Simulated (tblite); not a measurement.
Compound: C6H11BSSe.
SMILES with atom numbers: `[CH2:1]=[CH:2][BH:3][C@@H:4]1[CH2:5][C@H:6]([S:7][CH3:8])[Se:9]1` (hydrogens: H10, H11 on C1; H12 on C2; H13 on B3; H14 on C4; H15, H16 on C5; H17 on C6; H18, H19, H20 on C8)

Computed with GFN2-xTB (tblite), gas phase: L-BFGS steps from a force-field or distance-geometry start until the largest atomic force falls under 0.01 eV/Å.

Step 159: E = -708.3790 eV
```
atom  x, y, z in Å  |  force x, y, z in eV/Å
C1     -3.4119   -0.7542   -1.7172   -0.011   0.006  -0.025
C2     -2.6547   -0.2557   -0.7400   -0.002  -0.004  -0.004
B3     -1.8904   -1.1320    0.2780   -0.016   0.001   0.015
C4     -0.6678   -0.5946    1.0868   -0.028   0.018   0.007
C5     -0.1258    0.8301    0.9497   -0.002  -0.009   0.012
C6      1.3363    0.5093    0.6972    0.013   0.019  -0.008
S7      2.1774    1.5781   -0.4678    0.017   0.015  -0.009
C8      3.7657    0.7098   -0.4908    0.019   0.013  -0.004
Se9     0.9267   -1.3992    0.1024    0.023   0.000  -0.002
H10    -3.9205   -0.1283   -2.4358   -0.010  -0.012  -0.003
H11    -3.5343   -1.8176   -1.8514    0.008   0.014   0.024
H12    -2.5800    0.8272   -0.6899    0.016  -0.024  -0.003
H13    -2.1667   -2.2643    0.4134   -0.005   0.008  -0.013
H14    -0.5618   -0.9606    2.1112   -0.009   0.001  -0.004
H15    -0.5481    1.3303    0.0775    0.017  -0.019   0.003
H16    -0.2878    1.4611    1.8248   -0.028  -0.005   0.013
H17     1.9285    0.4334    1.6109    0.031  -0.013  -0.013
H18     4.2180    0.7546    0.4964    0.004  -0.024  -0.004
H19     3.5917   -0.3243   -0.7914   -0.024   0.002   0.031
H20     4.4005    1.2075   -1.2155   -0.011   0.013  -0.013
```

Step 160: E = -708.3794 eV
```
atom  x, y, z in Å  |  force x, y, z in eV/Å
C1     -3.4117   -0.7543   -1.7189    0.005   0.002  -0.018
C2     -2.6472   -0.2547   -0.7476   -0.003  -0.010   0.010
B3     -1.8864   -1.1309    0.2742   -0.020   0.002   0.001
C4     -0.6678   -0.5942    1.0902   -0.041   0.018   0.018
C5     -0.1251    0.8307    0.9576   -0.008  -0.015   0.007
C6      1.3364    0.5114    0.7011    0.004   0.000   0.004
S7      2.1732    1.5771   -0.4689    0.016   0.014  -0.008
C8      3.7611    0.7080   -0.4952    0.008   0.013   0.000
Se9     0.9275   -1.3994    0.1106    0.035   0.002  -0.010
H10    -3.9181   -0.1305   -2.4404   -0.014  -0.007  -0.002
H11    -3.5408   -1.8178   -1.8453    0.007   0.013   0.021
H12    -2.5667    0.8280   -0.7026    0.018  -0.026  -0.008
H13    -2.1606   -2.2646    0.4045   -0.006   0.016  -0.009
H14    -0.5668   -0.9618    2.1145   -0.011   0.001  -0.005
H15    -0.5494    1.3348    0.0897    0.008  -0.009  -0.020
H16    -0.2856    1.4582    1.8350   -0.027   0.001   0.028
H17     1.9293    0.4376    1.6144    0.043  -0.012  -0.018
H18     4.2154    0.7553    0.4908    0.012  -0.021  -0.006
H19     3.5866   -0.3275   -0.7917   -0.025   0.011   0.026
H20     4.3916    1.2055   -1.2236    0.000   0.006  -0.012
```

Step 161: E = -708.3799 eV
```
atom  x, y, z in Å  |  force x, y, z in eV/Å
C1     -3.4101   -0.7551   -1.7219    0.027   0.004   0.000
C2     -2.6388   -0.2540   -0.7566   -0.013  -0.015   0.015
B3     -1.8830   -1.1292    0.2705   -0.018   0.004  -0.014
C4     -0.6687   -0.5933    1.0938   -0.048   0.022   0.020
C5     -0.1244    0.8316    0.9678   -0.014   0.000   0.008
C6      1.3369    0.5140    0.7064   -0.010  -0.021   0.019
S7      2.1688    1.5773   -0.4686    0.014   0.010  -0.001
C8      3.7555    0.7062   -0.5011   -0.004   0.006   0.016
Se9     0.9285   -1.3991    0.1192    0.041   0.008  -0.015
H10    -3.9148   -0.1346   -2.4473   -0.016   0.000   0.000
H11    -3.5455   -1.8187   -1.8384    0.001   0.002   0.013
H12    -2.5514    0.8282   -0.7179    0.020  -0.020  -0.013
H13    -2.1561   -2.2638    0.3969   -0.006   0.021  -0.005
H14    -0.5734   -0.9633    2.1175   -0.009  -0.003   0.004
H15    -0.5500    1.3417    0.1044    0.001  -0.007  -0.030
H16    -0.2831    1.4550    1.8489   -0.022  -0.011   0.020
H17     1.9310    0.4408    1.6189    0.054  -0.008  -0.024
H18     4.2139    0.7532    0.4836    0.012  -0.013  -0.021
H19     3.5787   -0.3302   -0.7945   -0.023   0.025   0.019
H20     4.3809    1.2041   -1.2333    0.014  -0.003  -0.010
```

Question: Estimate the geometry and energy of step 162. (The exact step hangs on the optimiser's Hessian estimate; all steps are aligned on step 161, rigid shifts and turns removed.)

Answer: E = -708.3806 eV, largest force 0.071 eV/Å
```
atom  x, y, z in Å  |  force x, y, z in eV/Å
C1     -3.4127   -0.7556   -1.7230    0.051  -0.006   0.020
C2     -2.6281   -0.2532   -0.7685   -0.027  -0.018   0.018
B3     -1.8780   -1.1275    0.2632   -0.008  -0.004  -0.024
C4     -0.6690   -0.5934    1.0953   -0.039   0.017   0.024
C5     -0.1235    0.8317    0.9780   -0.014   0.003  -0.005
C6      1.3383    0.5177    0.7150   -0.014  -0.041   0.028
S7      2.1651    1.5787   -0.4660    0.012   0.007   0.014
C8      3.7503    0.7050   -0.5061   -0.022   0.002   0.021
Se9     0.9350   -1.3980    0.1297    0.032   0.017  -0.013
H10    -3.9179   -0.1392   -2.4508   -0.019   0.014  -0.005
H11    -3.5575   -1.8193   -1.8266   -0.005   0.001   0.009
H12    -2.5297    0.8280   -0.7381    0.016  -0.012  -0.023
H13    -2.1509   -2.2629    0.3846   -0.006   0.022   0.001
H14    -0.5807   -0.9670    2.1182   -0.010  -0.001   0.005
H15    -0.5467    1.3472    0.1174   -0.019   0.001  -0.050
H16    -0.2842    1.4508    1.8615   -0.016  -0.014   0.029
H17     1.9330    0.4467    1.6272    0.065  -0.003  -0.028
H18     4.2147    0.7534    0.4756    0.017  -0.003  -0.027
H19     3.5679   -0.3328   -0.7927   -0.014   0.036   0.008
H20     4.3696    1.2004   -1.2454    0.019  -0.018  -0.001
```

The energy changes by -0.0007 eV. The first-order estimate −F·Δx gives -0.0010 eV and the mean of the old and new forces, exact on a quadratic surface, -0.0007 eV. The step makes an angle of 83° with the force vector and moves no atom by more than 0.030 Å.

The cost below is that of the whole relaxation. On one thread of an AMD EPYC, shared host, this took 8.4 s of wall time.
